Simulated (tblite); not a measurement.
Species: C5H13NSi.
Geometry (GFN2-xTB, Å), atoms numbered from 1 in this order:
```
atom  x, y, z in Å
C1     1.9101   -1.4655    0.3474
C2     1.3026   -0.1154    0.7033
C3     0.5421    0.4910   -0.4692
C4    -0.0956    1.8600   -0.1400
C5    -1.5876    1.4772   -0.0996
Si6   -1.1934   -0.2326   -0.8354
N7    -1.6861   -1.5264    0.1951
H8     2.6143   -1.3622   -0.4762
H9     1.1297   -2.1591    0.0435
H10    2.4375   -1.8890    1.1997
H11    2.1012    0.5680    1.0105
H12    0.6243   -0.2368    1.5500
H13    1.2230    0.5600   -1.3202
H14    0.2678    2.2806    0.7977
H15    0.0999    2.5822   -0.9320
H16   -1.9733    1.4512    0.9169
H17   -2.2227    2.1480   -0.6725
H18   -1.4983   -0.3891   -2.2667
H19   -1.3399   -2.4520   -0.0010
H20   -2.6608   -1.5797    0.4456
```

Level: GFN2-xTB in tblite, geometry and Hessian alike; calculated harmonic values, unscaled, isolated species. The method is semi-empirical: single wavenumbers can be off by several per cent or more. Modes of hydrogen on silicon can be 10 to 20 % off. One conformer, not necessarily the lowest.

Harmonic wavenumbers (cm⁻¹): 38.2, 99.1, 128.2, 149.0, 188.1, 204.0, 233.1, 338.9, 398.0, 516.4, 550.7, 570.1, 653.9, 683.5, 705.9, 765.9, 816.6, 837.2, 848.3, 916.2, 950.4, 1009.2, 1037.8, 1051.5, 1061.2, 1107.6, 1161.4, 1194.0, 1208.1, 1225.3, 1254.4, 1284.6, 1310.7, 1351.7, 1410.3, 1474.4, 1493.8, 1499.1, 1502.5, 1506.7, 1516.8, 2176.9, 2932.8, 2947.0, 2975.8, 2981.4, 2995.0, 3008.3, 3018.0, 3022.7, 3027.0, 3036.5, 3462.9, 3497.0.

A = 2683, B = 1899, C = 1297 MHz; mass 115.082 u (most abundant isotopes); point group C1, symmetry number 1.

Question: Zero-point energy?

Answer: Half the sum of the wavenumbers: 37667 cm⁻¹ = 107.70 kcal/mol.

Question: What is S at 273.15 K and 1 bar for an ideal gas of classical rigid rotors and harmonic oscillators?

Answer: Translation 39.73, rotation 28.02, vibration 24.84: S = 92.6 cal/(mol K).

Question: And Cp and H(273.15 K) − H(0)?

Answer: Cp = 34.67 cal/(mol K), of which vibrations give 26.72 (their classical limit is 54 R = 107.3); H(273.15 K) − H(0) = 5.79 kcal/mol without the zero-point energy, 3.62 from vibrations.

Question: Blend soft modes into free rotors: weight 1/[1 + (100 cm⁻¹/ν̃)⁴] for the oscillator and the rest for a rotor with moment μB/(μ + B), μ = h/(8π²ν), B = 10⁻⁴⁴ kg m². What vibrational entropy results?

Answer: 23.08 cal/(mol K) in place of 24.84, which changes −T·S at 273.15 K by +0.48 kcal/mol.

Question: Which modes carry the vibrational entropy at 273.15 K?

Answer: 38.2 cm⁻¹: 5.18; 99.1 cm⁻¹: 3.30; 128.2 cm⁻¹: 2.80; 149.0 cm⁻¹: 2.52; 188.1 cm⁻¹: 2.08; 204.0 cm⁻¹: 1.94 cal/(mol K); the other 48 give 7.02 together.

Question: How do the functions run with temperature in this model?

Answer: 
```tsv
T (K)	S (cal/(mol K))	Cp (cal/(mol K))	H − H(0) (kcal/mol)	G − H(0) (kcal/mol)	ln q(vib)
50	57.1	12.6	0.49	-2.37	0.51
100	67.7	18.2	1.27	-5.50	1.60
298.15	95.7	37.3	6.69	-21.85	6.44
373.15	105.0	45.1	9.79	-29.38	8.28
500	119.9	56.8	16.28	-43.65	11.42
750	146.2	73.2	32.67	-76.99	17.53
1000	168.9	84.2	52.43	-116.45	23.32
```

q(vib) and H(0) count from the zero-point level.

Hindered rotation and anharmonicity are outside this model. Other conformers, if any are populated, would add a mixing term that is left out. The structure is chiral; the term R ln 2 for an equal mix with its mirror image is left out.

Hardware: one thread, Intel Xeon at 2.50 GHz (x86_64), shared host with 64 logical CPUs at a one-minute load of 45. Cost: 2.0 s of wall time. This covers the Hessian and the dipole derivatives.
